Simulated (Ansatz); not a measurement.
Correlation energies of `[SiH3]O[SiH](Cl)Cl` by basis set

Cartesian coordinates in Å:
```
Si 1.219 -0.438 -0.933
O -0.263 0.139 -0.495
Si -1.268 0.478 0.713
Cl -1.746 -1.226 1.724
Cl -0.382 1.773 2.015
H 1.274 -0.426 -2.412
H 1.383 -1.822 -0.424
H 2.276 0.436 -0.371
H -2.494 1.086 0.184
```

The species carries charge 0 and has multiplicity 1. All single points use the PBE0-D4/def2-TZVP geometry. It is one conformer, not always the lowest. Frozen core, restricted reference, Ansatz. CBS rows extrapolate triple and quadruple zeta; past MP2 they add the triple-zeta difference.

| basis | HF (Eh) | MP2 corr. | CCSD corr. | (T) | CCSD(T) total |
| --- | --- | --- | --- | --- | --- |
| def2-SVP | -1573.72176 | -0.63514 | -0.69030 | -0.01478 | -1574.42684 |
| def2-TZVPP | -1574.35483 | -0.84980 | -0.90874 | -0.03512 | -1575.29869 |
| def2-QZVPP | -1574.40322 | -0.92793 | – | – | – |
| CBS(def2) | -1574.40989 | -0.98581 | -1.04475 | as TZ | -1575.48976 |
